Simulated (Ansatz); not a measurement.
Coupled-cluster run, Cl2H2O2Zr, SMILES `[OH][Zr]([OH])([Cl])[Cl]`.

```yaml
crystal:
  periodic: [false, false, false]
  atoms:
    - {symbol: O, position_ang: [-1.203236, 0.896937, 0.781682]}
    - {symbol: Zr, position_ang: [-0.103570, -0.107205, -0.388605]}
    - {symbol: O, position_ang: [1.532931, -0.557558, 0.451853]}
    - {symbol: Cl, position_ang: [-1.230006, -2.091163, -0.984127]}
    - {symbol: Cl, position_ang: [0.351346, 1.184227, -2.308194]}
    - {symbol: H, position_ang: [-1.654181, 1.389495, 1.461715]}
    - {symbol: H, position_ang: [2.306717, -0.714733, 0.985677]}
basis:
  gaussian: {orbitals: def2-TZVPP}
correlation: {method: ccsd_t}
output: {orbitals: {seedname: orbitals}}
```

```sh
$ ansatz run in.yaml --threads 4 --pin off --events-out ev --progress --plain --max-ram 10444MiB
```

Log, shortened:

```
Functional definition: HF
1448 factors; integrals over basis functions are off by at most 7.4e-4 eV
mean field evaluation 1: about -30384.2951 eV, gradient 6.0e1 eV
mean field evaluation 2: about -30384.4536 eV, gradient 6.0e1 eV
mean field evaluation 4: about -30390.6361 eV, gradient 3.1e0 eV
mean field evaluation 8: about -30390.6925 eV, gradient 1.9e-1 eV
mean field evaluation 16: about -30390.6927 eV, gradient 1.3e-6 eV
mean field -30390.69266394 eV, -1116.8373558485 hartree, gradient 1.3e-6 eV, S^2 0.000000; 0 other end points of the search recorded, 0 dependent functions left out
12 core orbitals not correlated: weight in the atoms' cores, before any rotation towards them, 1.000 or more for the frozen orbitals, at most 0.000 for the correlated occupied ones
reference -30390.69266394 eV, -1116.8373558485 hartree; 20, 20 occupied and 198, 198 virtual orbitals, 1448 factors
second order -32.82135557 eV of doubles, -0.00000000 eV of singles
cycle   1  -32.52445483 eV  change    3.0e-1 eV  update   1.6e-1
cycle   2  -33.25884474 eV  change   -7.3e-1 eV  update   6.5e-2
cycle   3  -33.49546731 eV  change   -2.4e-1 eV  update   2.8e-2
cycle   4  -33.47729556 eV  change    1.8e-2 eV  update   8.5e-3
cycle   5  -33.46752045 eV  change    9.8e-3 eV  update   3.2e-3
cycle   6  -33.46891823 eV  change   -1.4e-3 eV  update   1.0e-3
cycle   7  -33.46885818 eV  change    6.0e-5 eV  update   3.8e-4
cycle   8  -33.46865137 eV  change    2.1e-4 eV  update   1.2e-4
cycle   9  -33.46871340 eV  change   -6.2e-5 eV  update   4.5e-5
cycle  10  -33.46873234 eV  change   -1.9e-5 eV  update   1.4e-5
perturbative correction -1.45368610 eV, -0.0534219789 hartree
Total energy: -30425.61508239 eV, -1118.1207310551 hartree
```

Hardware: 4 threads of an Arm Neoverse V1 on a shared host. Wall time 3.6 min, peak host memory 4.4 GiB.

MP2 recovers 94.0 % of the CCSD(T) correlation energy and the triples give 4.2 %; T1 = 0.0159.
